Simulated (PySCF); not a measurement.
Numbering as in the mapped SMILES `[CH3:1]/[CH:2]=[C:3]1/[C@@H:4]([F:5])[CH2:6][C@:7]1([F:8])[Cl:9]` (H(Xn): hydrogen on atom n). Ha(C6) is cis to F5 on the ring; Hb(C6) is trans to F5 on the ring.

A single conformation, one averaged value for each set of equivalent atoms, in vacuum, relativity neglected. GIAO PBE0/pcSseg-1 shieldings; GFN2-xTB structure; PySCF 2.14.

References, each an isolated molecule treated in the same way: TMS for 13C (σref 186.93).

Task: Do the 13C shifts follow the atomic charges (in e)? Tabulate both.

Result: 
```json
{"atoms": "C3", "hybridisation": "sp2", "δ (ppm)": "149.9", "σ para (ppm)": "-225", "Hirshfeld": "-0.05", "IAO": "-0.07", "Mulliken": "-0.18", "ESP-fitted": "-0.22"}
{"atoms": "C2", "hybridisation": "sp2", "δ (ppm)": "144.0", "σ para (ppm)": "-210", "Hirshfeld": "-0.01", "IAO": "-0.09", "Mulliken": "-0.09", "ESP-fitted": "+0.05"}
{"atoms": "C7", "hybridisation": "sp3", "δ (ppm)": "111.7", "σ para (ppm)": "-162", "Hirshfeld": "+0.13", "IAO": "+0.30", "Mulliken": "+0.06", "ESP-fitted": "+0.18"}
{"atoms": "C4", "hybridisation": "sp3", "δ (ppm)": "84.7", "σ para (ppm)": "-139", "Hirshfeld": "+0.06", "IAO": "+0.17", "Mulliken": "+0.25", "ESP-fitted": "+0.30"}
{"atoms": "C6", "hybridisation": "sp3", "δ (ppm)": "51.8", "σ para (ppm)": "-120", "Hirshfeld": "-0.09", "IAO": "-0.31", "Mulliken": "-0.08", "ESP-fitted": "-0.27"}
{"atoms": "C1", "hybridisation": "sp3", "δ (ppm)": "18.5", "σ para (ppm)": "-80", "Hirshfeld": "-0.11", "IAO": "-0.43", "Mulliken": "-0.20", "ESP-fitted": "-0.34"}
```

Correlation coefficients of δ with charge over these carbons: Hirshfeld +0.46, IAO +0.56, Mulliken +0.07, ESP-fitted +0.40; with the paramagnetic shielding -0.99. Among the 4 sp3 carbons alone: Hirshfeld +0.96, IAO +0.97, Mulliken +0.77, ESP-fitted +0.88. With so few points, grouped by hybridisation, these coefficients are fragile. Charge is one influence among several: hybridisation and low-lying excitations act through the paramagnetic term.

Carbons that carry Cl, above all several Cl atoms, come out too deshielded, partly because spin–orbit coupling is missing. Shifts are as computed. Against solution values, carbons near 30 ppm lie about +3 ppm off and those near 130 ppm about +5 ppm; carbons on Cl a further +6 ppm (rms about the fit 2.1 ppm; single classes can miss by 10 ppm). Of 1328 compounds with measured shifts, 309 miss one by over three times the rms of a fit or turn the order of signals round; such compounds aren't used in these exercises. Signals without a measured value on file couldn't be tested in this way; 1H shifts scatter by 0.2 ppm about their fit, and single ones miss by 0.5 ppm.
